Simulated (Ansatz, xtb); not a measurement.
# Relative energy of two isomers of C5H6Cl2O2

Structure a is `OC1=CO[C@@H](C(Cl)Cl)C1`, a singlet and structure b is `OC1=C[C@@H](C(Cl)Cl)OC1`, a singlet. Both are isolated molecules in the gas phase, relaxed with B3LYP/def2-SVP; each stands in its lowest conformer found.

a (Å):

```yaml
atoms:
  - { symbol: C, position_ang: [1.1154, 0.9370, -0.8001] }
  - { symbol: C, position_ang: [1.2236, 1.7341, 0.2712] }
  - { symbol: C, position_ang: [0.3167, -0.1678, 1.1258] }
  - { symbol: C, position_ang: [-1.1207, -0.2865, 1.6389] }
  - { symbol: C, position_ang: [0.5086, -0.3785, -0.3968] }
  - { symbol: Cl, position_ang: [-1.6571, -2.0017, 1.5293] }
  - { symbol: Cl, position_ang: [-2.2494, 0.8021, 0.7696] }
  - { symbol: O, position_ang: [1.4295, 1.1427, -2.1026] }
  - { symbol: O, position_ang: [0.7850, 1.1503, 1.4446] }
  - { symbol: H, position_ang: [1.7799, 2.0365, -2.2170] }
  - { symbol: H, position_ang: [1.5955, 2.7537, 0.3652] }
  - { symbol: H, position_ang: [0.9087, -0.8904, 1.7130] }
  - { symbol: H, position_ang: [-1.1675, -0.0004, 2.6954] }
  - { symbol: H, position_ang: [1.1735, -1.2275, -0.6239] }
  - { symbol: H, position_ang: [-0.4464, -0.5591, -0.9183] }
```

b (Å):

```xyz
15

C     0.4125   -0.0096   -1.0840
C    -0.4262    0.7262   -0.3419
C     0.2869    1.1169    0.9229
C    -0.3133    0.5648    2.2323
C     1.7374   -0.1622   -0.3886
Cl   -0.4687   -1.2209    2.2100
Cl   -1.8994    1.3567    2.5528
O     0.2611   -0.6100   -2.2771
O     1.6122    0.6217    0.7859
H    -0.6412   -0.4764   -2.5992
H    -1.4574    0.9956   -0.5660
H     0.3239    2.2152    1.0698
H     0.3410    0.8091    3.0768
H     1.9397   -1.2230   -0.1448
H     2.5755    0.2075   -1.0090
```

Q: Which of the two would you expect CCSD(T)/def2-SVP + ΔMP2/def2-TZVPP electronic energies to favour?

A: Structure b; the calculation gives E(b) − E(a) = −13.8 kJ/mol.

Level by level:

```
                             level        geometry  E(b) − E(a) (kJ/mol)  departure from the last row (kJ/mol)  job, with rough time for the two
                          GFN2-xTB        GFN2-xTB                    +7.8                                 +21.5              optimisation, 0.83 s
                         HF/STO-3G        GFN2-xTB                    +5.4                                 +19.1               single point, 2.4 s
                r2SCAN-D4/def2-SVP        GFN2-xTB                   −10.6                                  +3.2                single point, 14 s
                    B3LYP/def2-SVP  B3LYP/def2-SVP                   −12.9                                  +0.9             optimisation, 4.2 min
                       HF/def2-SVP  B3LYP/def2-SVP                   −24.7                                 −11.0           part of the CCSD(T) run
                      MP2/def2-SVP  B3LYP/def2-SVP                   −14.4                                  −0.6           part of the CCSD(T) run
                  CCSD(T)/def2-SVP  B3LYP/def2-SVP                   −13.0                                  +0.7                      single point
CCSD(T)/def2-SVP + ΔMP2/def2-TZVPP  B3LYP/def2-SVP                   −13.8                                                   single point, 8.4 min
```

As drawn, both hold the same kinds of bond in the same numbers.

GFN2-xTB, HF/STO-3G put the two in the other order. The largest departure from CCSD(T)/def2-SVP + ΔMP2/def2-TZVPP is that of GFN2-xTB, 21.5 kJ/mol. The last row adds to CCSD(T) the change of the MP2 difference between the two basis sets, here −0.7 kJ/mol.

With thermal terms from frequencies at re-optimised GFN2-xTB minima (ideal gas, soft modes damped towards free rotors, one conformer each, 298.15 K, 1 atm): on the last row, ΔE + ΔZPE = −14.8, ΔH = −14.8, ΔG = −15.1 kJ/mol.

The correlated steps freeze 17 core orbitals. Programs: Ansatz 0.2.0, xtb 6.7.1; the last row on 2 threads of Intel(R) Xeon(R) Processor @ 2.50GHz (Skylake/Cascade Lake) on a shared host.
